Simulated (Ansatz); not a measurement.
Ta3S8. Charge 0, multiplicity 4. Geometry PBE-D4/def2-SVP; atoms count from 1.

```xyz
11

Ta   -1.041    0.060    1.281
Ta   -0.673   -0.426   -1.783
Ta    1.901    0.356    0.273
S    -1.767    1.383   -0.723
S     1.005   -1.335    1.664
S    -1.224   -2.012   -0.117
S    -2.424    0.137    2.982
S     1.696   -0.101   -2.084
S    -1.848   -0.937   -3.575
S     3.918    0.816    1.029
S     0.458    2.059    1.053
```

In the def2 sets Ta takes a core potential; there is no spin–orbit coupling. At PBE0-D4/def2-SVP a doublet of charge 0 lies 1.50 eV below the quartet, each at its own geometry.

Estimate the Mulliken populations from the PBE0/def2-SVP orbitals of Ansatz.


```csv
atom,charge (e),spin (α − β),d electrons
Ta1,0.42,0.33,3.50
Ta2,0.67,0.10,3.36
Ta3,0.67,0.10,3.36
S4,-0.24,0.43,–
S5,-0.24,0.43,–
S6,-0.24,0.43,–
S7,-0.15,0.20,–
S8,-0.41,0.00,–
S9,-0.13,0.28,–
S10,-0.13,0.28,–
S11,-0.24,0.43,–
```
Mulliken values and Mayer orders depend strongly on the basis.

Where does the spin sit?

Summed by element: Ta 0.54, S 2.46, of 3 unpaired in all. Largest on single atoms: S4 0.43, S11 0.43, S6 0.43.

And the Mayer bond orders between bonded heavy atoms (over 0.3)?

Ta1–S4 0.78 (2.51 Å); Ta1–S5 0.79 (2.51 Å); Ta1–S6 0.79 (2.51 Å); Ta1–S7 2.21 (2.19 Å); Ta1–S11 0.78 (2.51 Å); Ta2–S4 1.10 (2.36 Å); Ta2–S6 1.09 (2.37 Å); Ta2–S8 1.09 (2.41 Å); Ta2–S9 2.17 (2.20 Å); Ta3–S5 1.09 (2.37 Å); Ta3–S8 1.09 (2.41 Å); Ta3–S10 2.17 (2.20 Å); Ta3–S11 1.10 (2.36 Å).
